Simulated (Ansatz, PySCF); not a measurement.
This PySCF input computes a BLYP/def2-TZVPD energy:

```python
from pyscf import gto, scf, dft

mol = gto.M(
    atom='''
    F     1.72715667   -0.68083241    0.03696662
    S     0.19289089    0.32406552    0.04439435
    F    -1.42173473    1.19395524    0.03332705
    F    -0.64833907   -1.08923931   -0.14921696
    ''',
    basis='def2-tzvpd',
    charge=-1,
    spin=0,
    verbose=4,
)

mf = dft.RKS(mol, xc='blyp').density_fit(auxbasis='def2-universal-jkfit')
mf.grids.level = 3
mf.conv_tol = 1e-9
mf.max_cycle = 100
mf.max_memory = 1500
mf.kernel()
if not mf.converged:
    mf = mf.newton()
    mf.kernel(mf.make_rdm1())
mf.analyze()
```

**Question.** Write an input for the same energy in Ansatz (a program for electronic structure) and say what it gives.

**Answer.** 
Ansatz 0.2 input:
```yaml
crystal:
  periodic: [false, false, false]
  atoms:
    - {symbol: F, position_ang: [1.72715667, -0.68083241, 0.03696662]}
    - {symbol: S, position_ang: [0.19289089, 0.32406552, 0.04439435]}
    - {symbol: F, position_ang: [-1.42173473, 1.19395524, 0.03332705]}
    - {symbol: F, position_ang: [-0.64833907, -1.08923931, -0.14921696]}
basis:
  gaussian:
    orbitals: def2-TZVPD
hamiltonian:
  xc: {name: BLYP}
total_charge: -1
output: {forces: true}
```
It gives -697.90568 Eh, and PySCF -697.90577 Eh, a difference of 0.09 mEh, from the treatment of integrals and grids.
